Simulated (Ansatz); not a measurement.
Computed with Ansatz on PBE0-D4/def2-TZVP structures; ΔE is electronic, products minus reactants. CCSD(T)/CBS adds triple-zeta CCSD(T) − MP2 to the extrapolated MP2 energy (def2 sets, frozen cores). This one scheme is used for every species. DFT in def2-TZVPP. B3LYP here is the variant with VWN-RPA as its local correlation; programs differ in this. HSE06 is defined as in plane-wave codes. Elements past krypton have def2 core potentials. For Te outer-core shells are correlated without core-valence functions, which leaves a few kJ/mol of doubt a bond. One conformer a species, not always the lowest.

`NB(O)[TeH]` + `C=N` → `C=NB(N)O` + H₂Te  (ligand exchange at a B–Te bond)

| level | ΔE (kJ/mol) | difference from CCSD(T)/CBS |
| --- | --- | --- |
| LDA (SPW92) | -21.4 | -12.4 |
| revPBE-D4 | -11.6 | -2.6 |
| BLYP-D4 | -18.4 | -9.4 |
| r2SCAN-D4 | -16.3 | -7.3 |
| PBE0-D4 | -13.0 | -4.0 |
| B3LYP-D4 | -19.4 | -10.4 |
| r2SCANh-D4 | -16.3 | -7.3 |
| r2SCAN0-D4 | -16.4 | -7.4 |
| HSE06-D4 | -12.8 | -3.8 |
| BHLYP-D4 | -20.4 | -11.4 |
| ωB97X-V | -16.3 | -7.3 |
| ωB97M-V | -17.5 | -8.5 |
| B2PLYP | -17.7 | -8.7 |
| PBE-QIDH | -12.4 | -3.4 |
| revPBE | -11.0 | -2.0 |
| BLYP | -21.1 | -12.1 |
| r2SCAN | -16.2 | -7.2 |
| PBE0 | -14.3 | -5.3 |
| B3LYP | -22.1 | -13.1 |
| r2SCANh | -16.4 | -7.4 |
| r2SCAN0 | -16.6 | -7.6 |
| HSE06 | -14.1 | -5.1 |
| BHLYP | -24.7 | -15.7 |
| CAM-B3LYP | -25.8 | -16.8 |
| LC-ωPBE | -17.3 | -8.3 |
| RPA@PBE/def2-TZVPP | -12.8 | -3.8 |
| HF/def2-SVP | -32.4 | -23.4 |
| MP2/def2-SVP | -21.6 | -12.6 |
| CCSD/def2-SVP | -25.1 | -16.1 |
| CCSD(T)/def2-SVP | -23.6 | -14.6 |
| HF/def2-TZVPP | -26.6 | -17.6 |
| MP2/def2-TZVPP | -8.5 | 0.5 |
| SCS-MP2/def2-TZVPP | -12.5 | -3.5 |
| CCSD/def2-TZVPP | -16.3 | -7.3 |
| CCSD(T)/def2-TZVPP | -13.6 | -4.6 |
| HF/def2-QZVPP | -26.9 | -17.9 |
| MP2/def2-QZVPP | -6.0 | 3.0 |
| SCS-MP2/def2-QZVPP | -10.4 | -1.4 |
| MP2/CBS(def2) | -3.9 | 5.1 |
| CCSD/CBS(def2) | -11.7 | -2.7 |
| CCSD(T)/CBS | -9.0 | 0 |

(1) What do rigid-rotor, harmonic-oscillator terms from PBE0-D4/def2-TZVP frequencies (298.15 K, 1 bar) make of the CCSD(T)/CBS value? (Best estimate.)

Largest T1 diagnostic among the species: 0.012.

## Answers

(1) Computed: ΔZPE = -10.3 kJ/mol, ΔH = -18.7 kJ/mol, ΔS = -5 J/(mol·K), ΔG = -17.2 kJ/mol.

At CCSD(T), def2-SVP lies −14.6 kJ/mol from the extrapolated value and def2-TZVPP −4.6 kJ/mol. In def2-TZVPP, CCSD(T) changes the Hartree–Fock value by +13.0 kJ/mol (the triples alone add +2.7 kJ/mol) and MP2 by +18.1 kJ/mol.
